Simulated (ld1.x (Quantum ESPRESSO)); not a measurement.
# cadmium, PAW: configuration errors across variants

Cd, PAW, made with ld1.x (Quantum ESPRESSO) 7.5 (PBE, fully relativistic). Core [Kr], reference 4d10 5s2 5p0. Waves: 5s (bound): rcut 1.70, rcutus 2.40 bohr; 5s channel at 0.2 Ry: rcut 1.70, rcutus 2.40 bohr; 5p (bound, empty): rcut 2.10, rcutus 2.90 bohr; 5p channel at 0.25 Ry: rcut 2.10, rcutus 2.90 bohr; 4d (bound): rcut 1.75, rcutus 1.95 bohr; 4d channel at 0.8 Ry: rcut 1.75, rcutus 1.95 bohr. Local part: all-electron potential smoothed inside 2.50 bohr (lloc = -2). Core correction: Bessel-smoothed model core, default radius (core density twice the valence density). Augmentation charge: BESSEL, radius 1.35 bohr.

Open shells are filled in proportion to 2j + 1 (rel_dist='average').

All-electron excitation energies from the reference (eV): (1) 4d10 5s1 5p0 9.273; (2) 4d10 5s0 5p0 26.401; (3) 4d9 5s2 5p0 17.975; (4) 4d10 5s0 5p1 15.042; (5) 4d10 5s1 5p1 4.659.

The default core radius of the base comes out at 0.73 bohr.

Tests that are not counted but printed errors over 1 eV. “base”: 4d9 5s0 5p0 (solver errors, printed error -816 eV); 4d8 5s0 5p0 (solver errors, printed error -674 eV). “local potential all-electron potential smoothed inside 1.54 bohr (lloc = -2)”: 4d8 5s0 5p0 (solver errors, printed error -674 eV). “core correction Bessel-smoothed model core inside 1.76 bohr”: 4d9 5s0 5p0 (solver errors, printed error -816 eV); 4d8 5s0 5p0 (solver errors, printed error -674 eV). “waves 4d (bound): rcut 1.75, rcutus 1.86 bohr; 4d channel at 0.8 Ry: rcut 1.75, rcutus 1.86 bohr”: 4d9 5s0 5p0 (solver errors, printed error -733 eV); 4d8 5s0 5p0 (solver errors, printed error -674 eV). “type TM; waves now 5s (bound): rc 2.40 bohr; 5p (bound): rc 2.90 bohr; 4d (bound): rc 1.95 bohr; local potential all-electron potential smoothed inside 1.50 bohr (lloc = -1)”: 4d10 5s0 5p1 (solver errors, printed error -3.2 eV); 4d10 5s1 5p1 (solver errors, printed error -1.7 eV).

2 further variants failed, have other tests or another functional or relativity, and are left out.

A true bound ghost makes a file unfit for plane-wave use even where its test errors are small: the radial tests pick states by their node count and pass the ghost by. Where a test does run into it, the solver fails or the error is huge.

Errors AE − PS in meV (a dash: test not solved or not reliable):

| change | (1) | (2) | (3) | (4) | (5) | bound ghosts |
| --- | --- | --- | --- | --- | --- | --- |
| base | -0.6 | -4.4 | -41 | -3.2 | -0.5 | not determined |
| local potential all-electron potential smoothed inside 1.54 bohr (lloc = -2) | +0.2 | -2.4 | +36 | -2.6 | -0.3 | not determined |
| core correction Bessel-smoothed model core inside 1.76 bohr | -0.7 | -4.6 | -44 | -3.3 | -0.5 | not determined |
| waves 4d (bound): rcut 1.75, rcutus 1.86 bohr; 4d channel at 0.8 Ry: rcut 1.75, rcutus 1.86 bohr | -0.6 | -4.2 | -50 | -3.3 | -0.5 | not determined |
| type TM; waves now 5s (bound): rc 2.40 bohr; 5p (bound): rc 2.90 bohr; 4d (bound): rc 1.95 bohr; local potential all-electron potential smoothed inside 1.50 bohr (lloc = -1) | -4.8 | -34 | -68 | – | – | s, p3/2, p1/2 |
| waves 5p (bound): rcut 1.84, rcutus 1.94 bohr; 5p channel at 0.25 Ry: rcut 1.84, rcutus 1.94 bohr | -0.6 | -4.4 | -41 | – | – | not determined |
| wave 5s channel at 0.2 Ry: rcut 1.70, rcutus 2.40 bohr becomes 5s channel at 2.11 Ry: rcut 1.70, rcutus 2.40 bohr | -0.6 | -4.4 | -50 | -3.2 | -0.5 | not determined |

(1) Give the same row for: all radii but the core radius scaled by about 1.40 (s 3.36, p 4.06, d 2.72 bohr, rcut 2.38/2.94/2.44); local potential all-electron potential smoothed inside 3.50 bohr (lloc = -2); augmentation BESSEL, radius 1.88 bohr.

Answers

(1) +0.4, -6.7, -16, -5.4, +0.1; bound ghosts: not determined. Not counted: 4d8 5s0 5p0 (solver errors, printed error -616 eV).
